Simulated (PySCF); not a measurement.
## Radial density of Kr⁺ (krypton, charge +1)

MN15, [Ar] 3d10 4s2 4p5, 2P determinant. All numbers are calculated (PySCF 2.14, scalar relativity by spin-free X2C-1e, in x2c-TZVPall (6s5p4d1f, 48 functions)).

| r (bohr) | 4πr²ρ (e/bohr) | 4πr²(ρα − ρβ) |
| --- | --- | --- |
| 0.000608 | 0.2733 | 0.0000 |
| 0.00102 | 0.6685 | 0.0000 |
| 0.00172 | 1.631 | 0.0000 |
| 0.00290 | 3.877 | -0.0001 |
| 0.00487 | 8.709 | -0.0002 |
| 0.00819 | 17.91 | -0.0002 |
| 0.0138 | 31.69 | 0.0002 |
| 0.0232 | 43.57 | 0.0032 |
| 0.0390 | 42.10 | 0.0159 |
| 0.0656 | 37.06 | 0.0447 |
| 0.110 | 51.25 | 0.0522 |
| 0.185 | 42.53 | -0.0072 |
| 0.312 | 30.97 | 0.0888 |
| 0.525 | 33.48 | 0.0643 |
| 0.883 | 9.723 | 0.1599 |
| 1.48 | 5.379 | 0.7013 |
| 2.50 | 1.597 | 0.2549 |
| 4.20 | 0.06988 | 0.0091 |
| 7.07 | 0.0001330 | 0.0000 |

Densities and radii are taken from the X2C orbitals without a picture-change correction, which distorts them close to the nucleus.

(1) Where is the radial spin density 4πr²(ρα − ρβ) most negative, and why is it negative at all?

## Answers

(1) Around r = 0.185 bohr, down to -0.0072 e/bohr: exchange with the open shell polarises the paired shells in an unrestricted calculation.
